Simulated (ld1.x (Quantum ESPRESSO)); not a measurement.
# Ce (Z = 58), TM: configuration errors across variants

ld1.x (Quantum ESPRESSO) 7.5 input, shortened:

```
&input
   title='Ce', zed=58., rel=1, dft='PBE', iswitch=3,
   config='[Xe] 4f1 5d1 6s1 6p1'
 /
 &inputp
   pseudotype=2, tm=.true., lloc=0,
   nlcc=.false.
 /
4
5P  2  1   6.00   0.00  3.00  3.00  0.0
5D  3  2   1.00   0.00  2.50  2.50  0.0
4F  4  3   1.00   0.00  0.95  0.95  0.0
6S  1  0   1.00   0.00  3.40  3.40  0.0
 &test
   configts(1)='4f1 5p6 5d1 6s1 6p1'
 /
```

Occupied shells without a wave of their own: 6p. They enter only through the test configuration that unscreens the potential.

All-electron excitation energies from the reference (eV): (1) 4f1 5p6 5d1 6s2 6p0 -2.450; (2) 4f1 5p6 5d1 6s1 6p0 3.620; (3) 4f1 5p6 5d1 6s0 6p0 14.701; (4) 4f1 5p6 5d1 6s1.5 6p0 -0.008; (5) 4f0 5p6 5d1 6s2 6p0 9.982; (6) 4f1 5p6 5d1.5 6s1.5 6p0 -2.053; (7) 4f0 5p6 5d0 6s0 6p0 71.644.

For the base: The 6p level has no wave, so the channel is fitted at the deeper level alone: the likely source of the large errors.

7 further variants failed, have other tests or another functional or relativity, and are left out.

The file “base” misses its own reference levels by 0.3 eV. The file “wave 5p (bound): rc 3.00 bohr becomes 5p (bound): rc 3.32 bohr” misses its own reference levels by 0.3 eV. The file “wave 6s (bound): rc 3.40 bohr becomes 6s (bound): rc 3.80 bohr” misses its own reference levels by 0.3 eV.

Errors AE − PS in meV (a dash: test not solved or not reliable):

```tsv
change	(1)	(2)	(3)	(4)	(5)	(6)	(7)	bound ghosts
base	+293	+529	+815	+406	+427	+244	+1812	none
wave 5p (bound): rc 3.00 bohr becomes 5p (bound): rc 3.32 bohr	+292	+528	+813	+405	+423	+243	+1814	none
wave 6s (bound): rc 3.40 bohr becomes 6s (bound): rc 3.80 bohr	+296	+535	+823	+410	+411	+246	+1837	none
```

(1) Give the same row for: wave 5d (bound): rc 2.50 bohr becomes 5d (bound): rc 1.74 bohr.

Results:

(1) +293, +529, +815, +406, +430, +243, +1798; bound ghosts: none.
